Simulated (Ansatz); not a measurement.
The same path of BFH2 + BrH (6 atoms, charge 0, multiplicity 1) was run twice with different band settings. Lost on the way: Br5–H6. Made: B1–Br5, F2–H6.

The calculation used RKS PBE-D4/def2-SVP (Ansatz).

Relaxed end points:

```xyz
6
Properties=species:S:1:pos:R:3
B -0.006 0.266 -0.045
F -0.017 0.724 1.212
H 1.074 0.166 -0.598
H -1.082 0.096 -0.591
Br 0.091 -2.581 0.826
H 0.084 -1.955 2.119
```

```xyz
6
Properties=species:S:1:pos:R:3
B 0.015 -0.365 -0.073
F 0.008 0.128 1.660
H 1.067 0.086 -0.462
H -1.068 0.016 -0.450
Br 0.082 -2.333 0.339
H 0.040 -0.815 1.909
```

Common settings: movable images 9; climbing image yes; spring 5.0 eV/Å²; optimiser quadratic models (default); force threshold 0.03 eV/Å; iteration limit 60; end points relaxed.

| run | start path |
| --- | --- |
| 1 | through a guess of the saddle point |
| 2 | straight line |

What does each run give, and how far can it be trusted?

Run 1: converged after 15 iterations, highest image 0.631 eV above the first end. A vibrational analysis at the climbing image gives one clearly imaginary mode, 643i cm⁻¹: a first-order saddle point.
Run 2: converged after 16 iterations, highest image 0.631 eV above the first end. Another band between the same ends (9 images) ends at a top of the same energy, where a vibrational analysis finds 1 clearly imaginary mode.
The orbitals stay closed-shell, which can raise the energy where a bond breaks towards radicals; this wasn't checked here.
